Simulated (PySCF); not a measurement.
## wB97X on Xe (xenon, neutral)

Configuration: [Kr] 4d10 5s1 5p6 5d1, 5s spin antiparallel (an excited configuration). All numbers are calculated (PySCF 2.14, the spin-free X2C one-electron Hamiltonian (Gaussian nucleus), in aug-cc-pwCVTZ-DK3 with one added diffuse shell each of s, p, d, f type (11s10p8d5f1g, 125 functions)).

| Quantity | Value |
| --- | --- |
| Total energy | -7445.64 hartree |
| One-electron energy | -10185.34 hartree |
| Hartree (Coulomb) energy | 2928.63 hartree |
| Exchange-correlation energy | -188.93 hartree |
| ⟨S²⟩ | 1.0048 |
| ⟨L²⟩ | 6.012 |
| Sum of ⟨r⟩ | 41.08 bohr |
| Sum of ⟨r²⟩ | 84.05 bohr² |
| Traceless quadrupole moment −½Σ⟨3z² − r²⟩ along its main axis | 8.79 e·bohr² |
| Langevin diamagnetic susceptibility | -66.6 ×10⁻⁶ cm³/mol |
| Time after the integrals | roughly 11 core-seconds |

| shell | electrons | mean orbital energy (hartree) | spread (hartree) | rms radius, mean of both spins (bohr) |
| --- | --- | --- | --- | --- |
| 1s β | 1 | -1263.36597 | 0 | 0.0306 |
| 1s α | 1 | -1263.36248 | 0 | 0.0306 |
| 2s β | 1 | -197.58459 | 0 | 0.124 |
| 2s α | 1 | -197.58225 | 0 | 0.124 |
| 2p β | 3 | -177.44802 | 0.00047 | 0.111 |
| 2p α | 3 | -177.44623 | 0.00030 | 0.111 |
| 3s β | 1 | -40.96465 | 0 | 0.327 |
| 3s α | 1 | -40.96101 | 0 | 0.327 |
| 3p β | 3 | -34.41622 | 0.00093 | 0.327 |
| 3p α | 3 | -34.41360 | 0.00078 | 0.327 |
| 3d β | 5 | -24.63857 | 0.00103 | 0.305 |
| 3d α | 5 | -24.63657 | 0.00070 | 0.305 |
| 4s β | 1 | -7.79603 | 0 | 0.762 |
| 4s α | 1 | -7.78851 | 0 | 0.762 |
| 4p β | 3 | -5.70230 | 0.00189 | 0.815 |
| 4p α | 3 | -5.69688 | 0.00151 | 0.815 |
| 4d β | 5 | -2.60982 | 0.00267 | 0.944 |
| 4d α | 5 | -2.60285 | 0.00170 | 0.944 |
| 5s β | 1 | -1.08904 | 0 | 1.95 |
| 5p β | 3 | -0.58872 | 0.01008 | 2.35 |
| 5p α | 3 | -0.54447 | 0.00021 | 2.35 |
| 5d α | 1 | -0.06827 | 0 | 5.57 |

The outer electron is Rydberg-like, and this basis confines it to a smaller radius and binds it less than a complete one would. With the s spin flipped the determinant is a mixture of two multiplicities, not a spectroscopic state.

Densities and radii are taken from the X2C orbitals without a picture-change correction, which distorts them close to the nucleus.
